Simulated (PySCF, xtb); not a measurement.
HO₃S, SMILES O=S(=O)=[OH+], charge +1.

GFN2-xTB in xtb at its own geometry gives an orbital gap of 4.42 eV.

Coordinates come from a PBE-D3(BJ)/def2-SVP optimisation. The isomer is the one that the SMILES or the coordinates give; other isomers of the formula were not compared.

What does PySCF with PBE/def2-TZVPD give? (An estimate is asked for; the answer gives what the named calculation found.)

gap 4.70 eV (levels -16.25 and -11.55 eV).
